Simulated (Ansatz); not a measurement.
Harmonic frequencies (cm⁻¹) at PBE0-D4/def2-TZVP from Ansatz: 1100.

(1) Which molecule is it?
A. F₂
B. Br₂
C. `O=O` (triplet)
D. `O=[Si]`

## Answers

(1) A.
